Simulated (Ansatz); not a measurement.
Energy needed to pull apart CH5FGe (SMILES F[CH2][GeH3]), closed shell, into free ground-state atoms, from the structure below (displaced at random from a GFN2-xTB minimum); no zero-point or spin–orbit terms; open-shell atoms are treated unrestricted, in their ground-state multiplicity.

```
8
angstrom
F -1.1172 1.3218 -0.5866
C -0.5495 0.2623 -1.0068
Ge 0.5118 -0.2841 0.9083
H -0.0380 0.2801 -1.8646
H -1.3839 -0.4541 -1.0728
H -0.5033 -0.1747 1.9875
H 1.2516 -1.3616 0.6422
H 1.8066 0.9253 0.9750
```

Computed with Ansatz 0.2.0 (basis: def2-TZVPP); correlated methods freeze the cores. Filled d shells of the heavier atoms are correlated. The def2 sets are not built for correlating such inner shells, so the correlated values are less sure here.

```
   method  atomization energy (kcal/mol)
   PBE-D4                              ?
r2SCAN-D4                          550.7
  PBE0-D4                          545.6
 BHLYP-D4                          532.9
  LC-wPBE                          543.5
  wB97M-V                          547.1
       HF                          386.5
      MP2                          539.2
     CCSD                              ?
  CCSD(T)                          539.2
```

Q: What does PBE-D4 give? (To be estimated.)

A: The calculation gives: 555.1 kcal/mol, which is about 15.9 kcal/mol more than CCSD(T)/def2-TZVPP.

Q: What does CCSD give? (An estimate is asked for; the value comes from the calculation.)

A: Computed: 531.9 kcal/mol, which is about 7.3 kcal/mol less than CCSD(T)/def2-TZVPP.

In triple zeta the MP2 and coupled-cluster atomization energies are still short of their basis limit by a few kcal/mol a bond, whereas those of the functionals are nearly converged, so these differences are not deviations from converged CCSD(T).

The T1 diagnostic stays at or below 0.012.

For scale, one of the runs: CCSD(T)/def2-TZVPP forces, 180 basis functions (an equivalent command: `ansatz run in.yaml --threads 4`). The run took 3.8 min on 4 CPU threads (shared host), with 3.3 GiB of host memory at its peak.
